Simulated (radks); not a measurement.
Problem. Neutral krypton, 36 electrons, occupied as [Kr]. Method: Dirac Kohn-Sham, PBE, spin-unpolarised, spherical densities, finite nucleus; Fermi nuclear charge, rms radius 4.1884 fm; computed with a radial shooting solver on a logarithmic mesh with Libxc functionals. Some entries of the table are withheld. Estimate them.

orbital,occ.,eigenvalue (eV),r(max) (bohr),<1/r> (bohr^-1)
1s1/2,2,-14153.16,0.02708,36.77
2s1/2,2,(1),0.1543,8.228
2p1/2,2,-1684.000,(2),8.196
2p3/2,4,-1630.171,(3),7.911
3s1/2,2,-263.8454,(4),2.714
3p1/2,2,-200.4687,0.4575,(5)
3p3/2,4,-192.5527,0.4662,(6)
3d3/2,4,-82.1388,0.4097,2.282
3d5/2,6,-80.8365,0.4124,2.264
4s1/2,2,-23.0402,1.340,0.8505
4p1/2,2,(7),(8),0.6958
4p3/2,4,(9),(10),0.6773

Solution. 
(1) 2s1/2 eigenvalue (eV): -1863.488
(2) 2p1/2 r(max) (bohr): 0.1211
(3) 2p3/2 r(max) (bohr): 0.1245
(4) 3s1/2 r(max) (bohr): 0.4671
(5) 3p1/2 <1/r> (bohr^-1): 2.598
(6) 3p3/2 <1/r> (bohr^-1): 2.530
(7) 4p1/2 eigenvalue (eV): -9.6775
(8) 4p1/2 r(max) (bohr): 1.531
(9) 4p3/2 eigenvalue (eV): -9.0413
(10) 4p3/2 r(max) (bohr): 1.564
